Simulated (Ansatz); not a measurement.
A structure relaxed at r2SCAN-D4/def2-SVP in Ansatz, charge 0, singlet:

```csv
atom,x (Å),y (Å),z (Å)
C1,-0.787,0.155,0.188
C2,0.373,-0.349,0.987
C3,1.333,0.410,1.531
Si4,-0.590,-0.214,-1.664
H5,-1.730,-0.319,0.516
H6,-0.910,1.245,0.310
H7,0.440,-1.441,1.098
H8,1.315,1.502,1.448
H9,2.167,-0.036,2.080
H10,-0.384,-1.680,-1.874
H11,0.590,0.520,-2.211
H12,-1.817,0.208,-2.409
```

Problem. Give its formula, name or SMILES.

Solution. Si(eta1-allyl)H3 (C3H8Si).

Problem. Summarise the bond lengths by kind (pairs closer than 1.2 times the sum of covalent radii, bridged metal pairs left out).

Solution. 2 × C–C 1.34 to 1.50 Å; 1 × C–Si 1.90 Å; 5 × C–H 1.09 to 1.11 Å; 3 × H–Si 1.49 to 1.50 Å.

Another isomer (singlet) lies 0.34 eV lower at PBE0-D4/def2-TZVP; other spin states weren't run for this one.
